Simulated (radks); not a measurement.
The numbers below are computed, except where a source is named.
The table gives one normalised radial function P(r) = r R(r) (large component) of Ni8+ in [Ar] 3d2 (r in bohr). Level of theory: Dirac Kohn-Sham, LDA (Slater exchange, Perdew-Wang correlation), spin-unpolarised, spherical densities, point nucleus; open shells fill j = l - 1/2 first (a radial shooting solver on a logarithmic mesh with Libxc functionals).

r,P
0.004309,0.0743
0.005521,0.0914
0.007132,0.1119
0.00914,0.1343
0.01171,0.1581
0.01513,0.1823
0.01939,0.2019
0.02484,0.2128
0.03209,0.2073
0.04113,0.1774
0.0527,0.1150
0.06808,0.0127
0.08724,-0.1166
0.1127,-0.2559
0.1444,-0.3508
0.1851,-0.3485
0.239,-0.1970
0.3063,0.0839
0.3925,0.3966
0.5071,0.5659
0.6498,0.4169
0.8327,-0.0466
1.076,-0.6256
1.378,-0.9468
1.78,-0.8457
2.282,-0.4887
2.924,-0.1771
3.777,-0.0347
4.84,-0.0036

Which n and l does it have? It may be an empty orbital.

Answer. n = 4, l = 0: the number of nodes gives n - l - 1 = 3, the rise at small r points to l (this Dirac orbital starts as r^gamma with gamma = sqrt((l + 1)^2 - (Z/c)^2) = 0.98; the j = 1/2 orbital of l + 1 starts with the same power, but with a smaller coefficient, and then steepens), and the extent must fit the shell. The curve is that of 4s1/2. 4s1/2 (empty): eigenvalue -110.82 eV, 3 radial nodes at r = 0.0699, 0.287, 0.816 bohr, <r> = 1.54 bohr, 90 % of the charge inside 2.20 bohr.
